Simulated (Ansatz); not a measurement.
`[NH2][Ga]([F])[Cl]` and `[F][Ga]([SiH3])[Cl]` differ in one atom or group.

Ansatz, PBE0-D4/def2-TZVP geometries, multiplicity 1. Each molecule was computed in one conformer, which needn't be the lowest.

Scalar relativity is left out up to krypton.

| property | `[NH2][Ga]([F])[Cl]` |
| --- | --- |
| HOMO energy (ωB97M-V/def2-TZVPP) / eV | -10.57 |
| HOMO energy (PBE0/def2-TZVPP) / eV | -8.18 |
| LUMO energy (PBE0/def2-TZVPP) / eV | -1.05 |
| LUMO energy (PBE/def2-TZVPP) / eV | -2.01 |
| HOMO–LUMO gap (B3LYP/def2-TZVPP) / eV | 6.51 |
| HOMO–LUMO gap (PBE/def2-TZVPP) / eV | 4.72 |

Problem. Give the same properties after the change, and the shifts. (An estimate is asked.)

Solution. Computed: 
| property | `[F][Ga]([SiH3])[Cl]` | shift |
| --- | --- | --- |
| HOMO energy (ωB97M-V/def2-TZVPP) / eV | -10.74 | -0.17 |
| HOMO energy (PBE0/def2-TZVPP) / eV | -8.68 | -0.50 |
| LUMO energy (PBE0/def2-TZVPP) / eV | -1.90 | -0.85 |
| LUMO energy (PBE/def2-TZVPP) / eV | -2.65 | -0.64 |
| HOMO–LUMO gap (B3LYP/def2-TZVPP) / eV | 6.33 | -0.18 |
| HOMO–LUMO gap (PBE/def2-TZVPP) / eV | 4.80 | 0.08 |

With PBE0 the HOMO falls by 0.50 eV and the LUMO falls by 0.85 eV, so the gap narrows by about 0.35 eV. PBE moves the HOMO by -0.71 eV and ωB97M-V by -0.17 eV.

B3LYP here is the variant with VWN-RPA as its local correlation; programs differ in this.
